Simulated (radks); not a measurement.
Species: neutral thulium. Configuration: [Xe] 4f13 6s2 (the NIST ground configuration). Method: Dirac Kohn-Sham, PBE, spin-unpolarised, spherical densities, finite nucleus; open shells fill j = l - 1/2 first; Fermi nuclear charge, rms radius 5.2256 fm; computed with a radial shooting solver on a logarithmic mesh with Libxc functionals.

X-ray form factor f0, the Fourier transform of the density (f0(0) = 69):

| sin(theta)/lambda (1/angstrom) | f0 (electrons) |
|---|---|
| 0.05 | 67.749 |
| 0.1 | 64.891 |
| 0.15 | 61.580 |
| 0.2 | 58.153 |
| 0.25 | 54.674 |
| 0.3 | 51.243 |
| 0.4 | 44.933 |
| 0.5 | 39.602 |
| 0.6 | 35.139 |
| 0.8 | 28.111 |
| 1 | 23.049 |
| 1.25 | 18.906 |
| 1.5 | 16.330 |
| 2 | 12.840 |
